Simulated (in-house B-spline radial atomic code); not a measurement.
Ru³⁺: [Ar] 3d(5 up, 4 down) 4s2 4p6 4d(1 up, 4 down) 5f(0 up, 1 down) (an excited or competing configuration)

Level of theory: non-relativistic B3LYP, spin-polarised, spherical fractional occupations, point nucleus; calculated with a radial B-spline atomic code at the basis-set limit.

Z_r = [3n² - l(l+1)]/(2<r>); Z_e = n√(-2ε); the last column is Slater's effective charge. Values are occupation-weighted means over spin.

```csv
shell,electrons,ε (eV),<r> (bohr),Z_r,Z_e,Slater
1s,2,-21474,0.03463,43.31,39.73,43.70
2s,2,-3115.4,0.1508,39.79,30.26,39.85
2p,6,-2887.2,0.1291,38.73,29.13,39.85
3s,2,-607.27,0.4111,32.84,20.04,32.75
3p,6,-517.56,0.4039,30.95,18.50,32.75
3d,9,-353.26,0.377,27.85,15.29,23.20
4s,2,-125.25,1.009,23.78,12.14,17.10
4p,6,-96.666,1.078,21.33,10.66,17.10
4d,5,-50.992,1.313,15.99,7.74,7.60
5f,1,-8.7922,6.317,4.99,4.02,4.00
```

The least bound orbital is 5f down at -8.792 eV, and it is also the most diffuse (<r> = 6.317 bohr). The part-filled 3d shell lies below the filled 4p shell in orbital energy.

Caution: exact exchange at fractional occupations of open shells leaves self-interaction of up to several eV.
